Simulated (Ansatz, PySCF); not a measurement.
TaOCl₃, SMILES [Cl][Ta]([Cl])([Cl])=[O], multiplicity 1.

Coordinates come from a r2SCAN-D4/def2-SVP optimisation. The multiplicity is an assumed one; no other spin state was optimised. The isomer is the one that the SMILES or the coordinates give; other isomers of the formula were not compared. The def2 effective core potentials stand for the cores of Ta; spin–orbit coupling is left out.

Vertical ionisation energy (IE) and electron affinity (EA) in eV. Rows of orbital energies are one-electron estimates. Where ΔSCF, EOM or ADC give a negative EA the extra electron is unbound and the value depends on the basis.

```csv
level,IE,EA
"−ε(HOMO), −ε(LUMO), ωB97X/def2-TZVP (PySCF)",12.19,0.84
"−ε(HOMO), −ε(LUMO), PBE/def2-TZVP (PySCF)",8.30,3.61
"ΔSCF, PBE0/def2-TZVPD (Ansatz), final states of multiplicity 2 and 2",11.60,1.19
"ΔSCF, PBE/def2-TZVPD (Ansatz), final states of multiplicity 2 and 2",11.06,0.93
```

Task: What vertical singlet–triplet gap does ΔSCF give with PBE0/def2-TZVPD (Ansatz, an electronic-structure program) and with PBE/def2-TZVPD (Ansatz)? (The exact figures need the calculation; the answer reports its results.)

Result: 4.90 and 4.73 eV (triplet above singlet where positive).
